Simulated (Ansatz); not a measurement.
The cluster Be₂O₂, relaxed as a quintet with UKS B3LYP-D4/def2-TZVP in Ansatz, starting from the B3LYP-D4/def2-TZVP geometry of the neutral singlet. Force threshold 0.02 eV/Å.

At B3LYP-D4/def2-TZVP a singlet of charge 0 lies 6.39 eV below the quintet, each at its own geometry. The structure comes from a short search, and lower isomers may exist.

Start:

```xyz
4

Be   -0.676    0.035   -0.541
Be    0.676   -0.035    0.541
O     0.665    0.612   -0.792
O    -0.665   -0.612    0.792
```

| step | energy (eV) | largest force component (eV/Å) | SCF passes |
| --- | --- | --- | --- |
| 1 | -4892.1068 | 8.483 | 88 |
| 2 | -4893.4711 | 5.153 | 71 |
| 3 | -4894.9645 | 1.407 | 70 |
| 4 | -4895.2515 | 0.737 | 56 |
| 5 | -4895.2789 | 0.131 | 42 |
| 6 | -4895.2795 | 0.039 | 45 |
| 7 | -4895.2796 | 0.002 | 39 |

Force components are those of the run's own axes.

End:

Cartesian coordinates in Å:
```
Be -0.9924 0.0509 -0.7944
Be 0.9924 -0.0511 0.7945
O 0.5406 0.4973 -0.6435
O -0.5406 -0.4972 0.6434
```

By distances, no bond broke or formed, bridged metal pairs apart. The bond that changes most is Be1–O3, from 1.48 to 1.60 Å (atoms count from 1). A close non-bonded pair moves further: Be1–Be2, from 1.73 to 2.54 Å. Metal–metal contacts that move far: Be1–Be2 1.73 to 2.54 Å.

No frequencies were taken in this run, so the end may be a saddle point.

It took 12 s on 4 threads of Arm Neoverse V1 on a shared host.
